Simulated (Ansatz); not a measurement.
Steps of a relaxation of C3H10BN, SMILES `CCB(C)N` with RKS PBE-D4/def2-SVP.

```sh
$ ansatz run in.yaml --threads 4 --pin off --events-out ev --progress --plain --max-ram 10444MiB
```

```yaml
crystal:
  periodic: [false, false, false]
  atoms:
    - {symbol: C, position_ang: [-1.646800, 0.579400, 0.449200]}
    - {symbol: C, position_ang: [-0.259300, 1.025000, 0.135300]}
    - {symbol: B, position_ang: [0.598900, -0.228700, -0.313800]}
    - {symbol: C, position_ang: [0.997000, -1.394400, 0.728300]}
    - {symbol: N, position_ang: [1.248900, -0.292000, -1.709500]}
    - {symbol: H, position_ang: [-2.285900, 1.545100, 0.691600]}
    - {symbol: H, position_ang: [-1.707400, -0.070600, 1.305400]}
    - {symbol: H, position_ang: [-2.119600, 0.157600, -0.456400]}
    - {symbol: H, position_ang: [-0.250200, 1.793500, -0.642100]}
    - {symbol: H, position_ang: [0.198800, 1.496100, 1.060100]}
    - {symbol: H, position_ang: [1.582100, -2.158100, 0.288300]}
    - {symbol: H, position_ang: [-0.009500, -1.888200, 1.037300]}
    - {symbol: H, position_ang: [1.364600, -0.963800, 1.620800]}
    - {symbol: H, position_ang: [1.805200, 0.585300, -1.789900]}
    - {symbol: H, position_ang: [0.461500, -0.237000, -2.375200]}
basis:
  gaussian: {orbitals: def2-SVP}
hamiltonian: {xc: pbe, dispersion: d4}
relax: {f_tol: 0.03, max_steps: 200}
```

Positions (Å) and forces (eV/Å) along the path, 9 of 15 steps:

```xyz
15
step=1 energy=-5429.1306 eV
C    -1.647    0.579    0.449   -2.091    2.760   -0.330
C    -0.259    1.025    0.135    1.487   -0.189    0.659
B     0.599   -0.229   -0.314    1.912   -0.253   -0.401
C     0.997   -1.394    0.728   -3.761    0.518   -1.338
N     1.249   -0.292   -1.710   -0.539   -0.298    1.386
H    -2.286    1.545    0.692    0.667   -1.603   -0.208
H    -1.707   -0.071    1.305   -0.169   -0.810    0.666
H    -2.120    0.158   -0.456   -0.249   -0.390    0.114
H    -0.250    1.794   -0.642   -0.068    0.418   -0.387
H     0.199    1.496    1.060   -0.124   -0.285   -0.484
H     1.582   -2.158    0.288    1.236   -1.123   -0.516
H    -0.009   -1.888    1.037    1.072    0.466   -0.211
H     1.365   -0.964    1.621    0.892    0.573    1.636
H     1.805    0.585   -1.790   -0.499   -0.176   -0.302
H     0.462   -0.237   -2.375    0.232    0.392   -0.285
15
step=3 energy=-5429.5718 eV
C    -1.680    0.631    0.445   -0.267    0.067    0.053
C    -0.229    1.037    0.139    0.224    0.038   -0.035
B     0.685   -0.197   -0.300    0.115   -0.396   -0.513
C     0.967   -1.385    0.724   -0.083    0.351   -0.233
N     1.242   -0.325   -1.707   -0.172    0.101    0.752
H    -2.326    1.497    0.715    0.138   -0.006   -0.020
H    -1.742   -0.079    1.295    0.027   -0.064   -0.028
H    -2.171    0.149   -0.428    0.050   -0.047    0.024
H    -0.216    1.831   -0.640   -0.034    0.010   -0.007
H     0.220    1.496    1.052   -0.042   -0.018   -0.002
H     1.660   -2.145    0.311    0.014    0.059    0.134
H    -0.001   -1.890    0.958    0.039    0.017   -0.032
H     1.322   -0.996    1.706    0.041   -0.112   -0.061
H     1.802    0.534   -1.880   -0.145   -0.137   -0.066
H     0.446   -0.209   -2.360    0.096    0.134    0.035
15
step=4 energy=-5429.6365 eV
C    -1.685    0.631    0.451    0.168   -0.254    0.054
C    -0.232    1.034    0.111   -0.377   -0.170   -0.082
B     0.648   -0.220   -0.318    0.228    0.136    0.088
C     0.960   -1.364    0.712    0.506    0.014    0.326
N     1.176   -0.366   -1.689   -0.552    0.601   -0.878
H    -2.294    1.499    0.748   -0.186    0.168    0.068
H    -1.718   -0.108    1.284    0.010    0.119   -0.048
H    -2.188    0.146   -0.413   -0.016    0.066   -0.019
H    -0.242    1.818   -0.680    0.021   -0.030    0.038
H     0.228    1.496    1.012    0.045    0.017    0.041
H     1.731   -2.085    0.358   -0.216    0.087    0.006
H     0.021   -1.924    0.907   -0.075   -0.106   -0.033
H     1.272   -0.975    1.710   -0.109   -0.027   -0.071
H     1.893    0.382   -1.836   -0.127   -0.521    0.082
H     0.407   -0.015   -2.327    0.680   -0.100    0.429
15
step=5 energy=-5429.7756 eV
C    -1.693    0.624    0.459    0.204   -0.133    0.031
C    -0.246    1.029    0.095   -0.513   -0.220   -0.031
B     0.634   -0.222   -0.332    0.177    0.093    0.195
C     0.970   -1.344    0.706    0.522   -0.130    0.467
N     1.107   -0.386   -1.706   -0.094    0.940   -0.571
H    -2.290    1.499    0.771   -0.191    0.061    0.061
H    -1.709   -0.121    1.284   -0.013    0.123   -0.008
H    -2.205    0.143   -0.401   -0.061    0.075   -0.023
H    -0.271    1.807   -0.700    0.029    0.002    0.025
H     0.223    1.497    0.989    0.064    0.020    0.011
H     1.769   -2.044    0.377   -0.191    0.026   -0.045
H     0.043   -1.938    0.876    0.020   -0.043   -0.086
H     1.249   -0.957    1.711   -0.096    0.024    0.009
H     1.967    0.203   -1.819   -0.173   -0.810    0.037
H     0.431    0.159   -2.280    0.317   -0.027   -0.069
15
step=6 energy=-5429.9406 eV
C    -1.712    0.627    0.474    0.162    0.028   -0.013
C    -0.268    1.020    0.085   -0.459   -0.140    0.036
B     0.622   -0.221   -0.344    0.090   -0.100    0.055
C     0.993   -1.327    0.699    0.287   -0.265    0.451
N     1.046   -0.398   -1.729    0.413    1.505   -0.123
H    -2.299    1.515    0.784   -0.111   -0.066    0.031
H    -1.716   -0.105    1.308   -0.040    0.057    0.030
H    -2.234    0.145   -0.378   -0.076    0.053    0.005
H    -0.301    1.795   -0.711    0.016    0.024   -0.005
H     0.214    1.495    0.970    0.050    0.011   -0.028
H     1.828   -1.992    0.390   -0.104   -0.011   -0.050
H     0.087   -1.976    0.817    0.156    0.082   -0.100
H     1.210   -0.948    1.719   -0.049    0.040    0.025
H     2.019    0.010   -1.807   -0.606   -1.041   -0.061
H     0.491    0.310   -2.247    0.271   -0.177   -0.253
15
step=8 energy=-5430.3473 eV
C    -1.756    0.620    0.530   -0.048    0.003   -0.055
C    -0.346    1.004    0.043   -0.213   -0.041   -0.029
B     0.620   -0.199   -0.357   -0.118   -0.116   -0.338
C     1.012   -1.308    0.694    0.111   -0.131    0.111
N     1.058   -0.315   -1.731    1.434    1.453    0.309
H    -2.298    1.490    0.963    0.003   -0.090   -0.013
H    -1.724   -0.178    1.305   -0.014    0.082   -0.030
H    -2.374    0.236   -0.313    0.064   -0.002    0.134
H    -0.431    1.733   -0.797   -0.011   -0.016    0.079
H     0.179    1.554    0.862    0.008   -0.031   -0.034
H     1.840   -1.983    0.386   -0.038    0.077    0.017
H     0.107   -1.954    0.796    0.055    0.009    0.011
H     1.216   -0.922    1.716    0.000    0.010   -0.059
H     2.124   -0.359   -1.803   -1.575   -0.543   -0.196
H     0.750    0.530   -2.264    0.344   -0.665    0.093
15
step=12 energy=-5430.5700 eV rejected
C    -1.717    0.555    0.571   -0.045    0.437    1.253
C    -0.390    1.062    0.027   -0.686   -0.498   -1.154
B     0.518   -0.170   -0.404    1.803    0.845    0.415
C     0.898   -1.323    0.624   -0.688   -0.692   -0.085
N     1.308   -0.029   -1.562   -0.281   -0.209   -0.257
H    -2.336    1.414    0.893   -0.330   -0.075    0.083
H    -1.519   -0.057    1.473   -0.272   -0.133    0.142
H    -2.319   -0.062   -0.123    0.158    0.012   -0.226
H    -0.692    1.682   -0.846    0.494    0.185   -0.213
H     0.172    1.744    0.709   -0.213   -0.260    0.153
H     1.671   -2.058    0.286   -0.197    0.263   -0.015
H    -0.035   -1.911    0.841    0.313    0.012    0.054
H     1.218   -0.930    1.614   -0.027    0.145   -0.102
H     2.016   -0.705   -1.852   -0.032   -0.029   -0.017
H     1.184    0.739   -2.223    0.004   -0.002   -0.031
15
step=13 energy=-5430.8146 eV
C    -1.717    0.579    0.641   -0.042    0.008    0.001
C    -0.410    1.050   -0.011   -0.010    0.027   -0.002
B     0.622   -0.108   -0.376    0.038   -0.019    0.081
C     0.884   -1.321    0.619    0.022   -0.029   -0.007
N     1.327   -0.042   -1.591    0.037    0.000   -0.126
H    -2.375    1.423    0.936    0.014   -0.022   -0.014
H    -1.523   -0.021    1.555   -0.006    0.008   -0.004
H    -2.299   -0.066   -0.050   -0.044   -0.022    0.010
H    -0.634    1.682   -0.901    0.014   -0.005    0.032
H     0.118    1.726    0.702    0.029    0.018   -0.006
H     1.741   -1.968    0.337   -0.015    0.021   -0.008
H    -0.016   -1.974    0.664   -0.011    0.004    0.003
H     1.050   -0.974    1.662   -0.011    0.022   -0.028
H     2.025   -0.733   -1.874   -0.012    0.017    0.020
H     1.186    0.694   -2.285   -0.003   -0.028    0.048
15
step=15 energy=-5430.8156 eV
C    -1.721    0.579    0.638   -0.011   -0.029   -0.013
C    -0.409    1.048   -0.007    0.024   -0.014    0.020
B     0.625   -0.110   -0.375   -0.007    0.010    0.012
C     0.887   -1.322    0.618   -0.008   -0.020   -0.019
N     1.324   -0.045   -1.594    0.018   -0.007   -0.027
H    -2.378    1.424    0.928   -0.014    0.018    0.000
H    -1.533   -0.017    1.555   -0.003   -0.002    0.006
H    -2.306   -0.068   -0.050    0.012    0.011    0.016
H    -0.627    1.684   -0.894   -0.002    0.023   -0.022
H     0.122    1.723    0.708   -0.008   -0.010   -0.007
H     1.741   -1.971    0.333    0.004   -0.003   -0.005
H    -0.016   -1.970    0.672    0.004    0.007    0.001
H     1.060   -0.968    1.656    0.003    0.014    0.019
H     2.027   -0.731   -1.875   -0.006    0.004    0.005
H     1.183    0.694   -2.284   -0.006   -0.002    0.014
```

Hardware: 4 threads of an Arm Neoverse V1 on a shared host. Wall time 21 s, peak host memory 0.16 GiB.
